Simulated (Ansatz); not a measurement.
Basis-set extrapolation for C2H7NSi (`NC1C[SiH2]1`) (PBE0-D4/def2-TZVP geometry, frozen core, Ansatz 0.2.0). Multiplicity 1, RHF reference.

```
                      def2-TZVPP   def2-QZVPP
                 HF  -423.195161  -423.210644
    MP2 correlation    -0.681001    -0.726601
CCSD(T) correlation    -0.751557      not run
```

Energies in hartree. Use E(X) = E(∞) + A·exp(−7.88·√X) for Hartree–Fock and E(X) = E(∞) + B·X^(−2.97) for correlation, with X = 3 and 4, and add CCSD(T) minus MP2 of the smaller set to the MP2 limit.

**Question.** What is the CCSD(T) energy at the basis-set limit?

**Answer.** HF limit: -423.210644 + (-0.015483) × 0.13774 = -423.21278. MP2 limit: -0.726601 + (-0.045600) × 0.74074 = -0.76038. Higher-order term: -0.751557 − (-0.681001) = -0.07056. Total: -424.04372 hartree, 254.7 kJ/mol below CCSD(T)/def2-TZVPP.
